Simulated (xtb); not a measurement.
Input for xtb: GFN-FF on N2 (SMILES N#N).

```
$ xtb mol.xyz --gfnff --sp --chrg 0 --uhf 0
2

N     -0.34312846     0.10551158    -0.85592625
N      0.26455742    -0.08135483     0.03025079
```

Task: What total energy does the run end on?

Result: -0.4429 hartree.
